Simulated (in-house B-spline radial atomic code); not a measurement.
Successive ionisation energies of palladium; each step leads to the configuration of the next row (after the last: bare). Dirac energy differences include first-order Breit, QED and recoil terms. NIST's values go from ground level to ground level; the uncertainty of those that are theory runs from under 0.1 % in few-electron ions to several per cent in heavy many-electron ones. Computed with a B-spline radial code for spherical atoms: Dirac-Hartree-Fock, average of the configuration, finite nuclei.

| ion | configuration | ionisation energy (eV) | tabulated value (eV) | tabulated kind | computed minus tabulated (eV) | highest orbital | largest mean radius (bohr) |
| --- | --- | --- | --- | --- | --- | --- | --- |
| Pd38+ | [He] 2s2 2p4 | 5732.3 | 5683 | semi-empirical | 49 | 2p3/2 | 0.13307 |
| Pd39+ | [He] 2s2 2p3 | 5936.8 | 5880 | semi-empirical | 57 | 2p3/2 | 0.13215 |
| Pd40+ | [He] 2s2 2p2 | ? | ? | semi-empirical | ? | ? | ? |
| Pd41+ | [He] 2s2 2p1 | 6354.8 | 6469 | semi-empirical | -114 | 2p3/2 | 0.13035 |
| Pd42+ | [He] 2s2 | ? | ? | semi-empirical | ? | ? | ? |
| Pd43+ | [He] 2s1 | 6942.9 | 6943.097 | tabulated theory | 0 | 2s1/2 | 0.12863 |
| Pd44+ | 1s2 | 28773.7 | 28776.03 | tabulated theory | -2 | 1s1/2 | 0.031621 |
| Pd45+ | 1s1 | 29622.6 | 29622.68 | tabulated theory | 0 | 1s1/2 | 0.031349 |

Q: Fill in the row of Pd40+.

A: ionisation energy (eV): 6144.3; tabulated value (eV): 6242; computed minus tabulated (eV): -98; highest orbital: 2p3/2; largest mean radius (bohr): 0.13125.

Q: Fill in the row of Pd42+.

A: ionisation energy (eV): 6751.9; tabulated value (eV): 6759; computed minus tabulated (eV): -7; highest orbital: 2s1/2; largest mean radius (bohr): 0.12946.

Q: Where is the largest jump?

A: From Pd43+ to Pd44+, by a factor of 4.14 (6942.9 to 28774 eV); the highest orbital goes from 2s1/2 to 1s1/2.

Where a p, d or f electron is removed, the computed value is a mean over both j, so it misses the tabulated one by a part of the spin-orbit splitting; averaging over terms and missing correlation add to the gap, relatively most at low charge.
